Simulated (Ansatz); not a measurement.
Born–Oppenheimer molecular dynamics of C2H5ClOSi (10 atoms, charge 0, multiplicity 1). It goes on from the last frame of an earlier run, with new velocities.

Computed with Ansatz 0.2.0, UKS PBE0-D4/def2-SVP.

- ensemble: NVE (Milne-controlled integrator)
- time step: 1 fs
- steps asked: 150
- starting velocities drawn for: 200 K
- seed: 46396

First frame:

```xyz
10
Properties=species:S:1:pos:R:3
C -1.281 -0.916 -0.006
Si 0.475 -0.284 -0.005
Cl 2.003 -1.727 0.126
C 0.730 1.431 0.276
O 0.774 0.898 -1.103
H -1.821 -0.371 0.792
H -1.717 -0.523 -0.980
H -1.369 -2.040 0.094
H 1.812 1.768 0.580
H -0.117 2.179 0.522
```

Problem. How far do the bonds stretch over the last three quarters of this one trajectory? (Pairs bonded in most of those frames.)

Solution. 
```csv
bond,mean (Å),spread (Å),shortest,longest
C1–Si2,1.854,0.033,1.80,1.92
C1–H6,1.103,0.029,1.05,1.16
C1–H7,1.104,0.026,1.06,1.15
C1–H8,1.101,0.017,1.06,1.14
Si2–Cl3,2.061,0.023,2.03,2.11
Si2–C4,1.815,0.018,1.77,1.85
Si2–O5,1.675,0.021,1.64,1.72
C4–O5,1.484,0.032,1.41,1.54
C4–H9,1.111,0.067,1.01,1.21
C4–H10,1.101,0.022,1.05,1.15
```

Mean temperature of the second half: 315 K. The conserved energy stayed within 0.4 meV per atom of its start (net change -0.0091 meV per atom), so the integration is sound. The system heated up, since it started high on the potential surface and ran downhill. A run of 0.15 ps of so small a system gives no equilibrium averages.

Time of the run: 17 min on 2 threads of Arm Neoverse N1 (shared host), peak memory 0.31 GiB.
